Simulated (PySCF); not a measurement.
# Solvent effects on NMR parameters

Geometry:
```
atom   x (Å)   y (Å)   z (Å)
  C1  -1.741  -0.258  -0.540
  P2  -0.394  -0.272   0.685
  S3  -0.936  -0.752   2.488
  C4   0.938  -1.259  -0.138
  C5   1.669  -0.248  -0.970
  C6   1.437   1.045  -0.699
  C7   0.469   1.343   0.408
  H8  -2.508   0.453  -0.204
  H9  -1.367   0.028  -1.535
 H10  -2.188  -1.261  -0.575
 H11   0.513  -2.095  -0.716
 H12   1.570  -1.697   0.653
 H13   2.370  -0.564  -1.748
 H14   1.935   1.854  -1.240
 H15   0.970   1.624   1.350
 H16  -0.251   2.142   0.169
```

GIAO PBE0/pcSseg-1 in PySCF on one PBE0-D3(BJ)/def2-SVP conformer, non-relativistic, equivalent nuclei averaged. Solvents enter as an IEF-PCM continuum (benzene with ε = 2.3, chloroform with ε = 4.7) around the gas-phase geometry. Shifts are referred to TMS, CS2 computed in the same medium.

Gas phase, δ in ppm: C5/C6 137.5, C4/C7 42.8, C1 22.2, S3 -231.2, H13/H14 5.95, H12/H15 2.47, H11/H16 2.26, H8/H9/H10 1.39. Dipole moment 4.76 D.

Question: How does each δ change in the continuum?

Answer: 
```csv
atoms,environment,"Δδ, benzene","Δδ, chloroform"
C5/C6,alkene CH,+0.6,+1.0
C4/C7,allylic sp3 CH2 bonded to P,+0.3,+0.5
C1,methyl carbon bonded to P,0.0,0.0
S3,sulfur bonded to P,-20.3,-31.3
H13/H14,hydrogen on an alkene CH,+0.08,+0.13
H12/H15,hydrogen on an allylic sp3 CH2 bonded to P,+0.06,+0.07
H11/H16,hydrogen on an allylic sp3 CH2 bonded to P,+0.16,+0.27
H8/H9/H10,hydrogen on a methyl carbon bonded to P,+0.07,+0.11
```

Changes are relative to the gas phase. The dipole moment becomes 5.63 D in benzene, 6.16 D in chloroform.

Question: Which of the listed nuclei move most (in ppm), and what does the model miss?

Answer: S3 (sulfur bonded to P, -31.3 ppm) in chloroform. A continuum only polarises the solute; specific hydrogen bonds, the anisotropy of aromatic solvents and changes of geometry or conformer are outside it.
